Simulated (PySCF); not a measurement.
SMILES N[SiH2][Al]([OH])[OH], PBE0/def2-SVP optimised geometry.

```
11

Si    -0.69     1.82     0.00
N     -2.44     1.66     0.06
Al     0.55    -0.30     0.00
O      2.25    -0.30     0.00
O     -0.38    -1.73     0.00
H     -0.35     2.60    -1.23
H     -0.28     2.64     1.18
H     -2.82     1.28     0.92
H     -2.87     1.18    -0.72
H      2.87    -1.03     0.00
H     -0.08    -2.64     0.00
```

Density from PBE0/def2-TZVP run with PySCF at that geometry.

Minimum of the electron density along straight lines between bonded atoms, close to the bond critical point (lines longer than 1.1 times the sum of covalent radii, or with two minima, are not listed):

```
bond     length / Å  ρ at the minimum / e bohr⁻³  ∇²ρ there / e bohr⁻⁵  position (fraction from the first atom)
-------  ----------  ---------------------------  --------------------  ---------------------------------------
Si1–N2        1.752                        0.126                  0.50                                     0.40
Si1–Al3       2.447                        0.067                  0.00                                     0.64
Al3–O4        1.705                        0.106                  0.78                                     0.43
Al3–O5        1.708                        0.105                  0.77                                     0.43
Si1–H6        1.500                        0.117                  0.15                                     0.49
Si1–H7        1.499                        0.117                  0.15                                     0.49
N2–H8         1.016                        0.330                 -1.56                                     0.73
N2–H9         1.016                        0.330                 -1.57                                     0.73
O4–H10        0.957                        0.358                 -2.44                                     0.81
O5–H11        0.958                        0.358                 -2.44                                     0.81
```
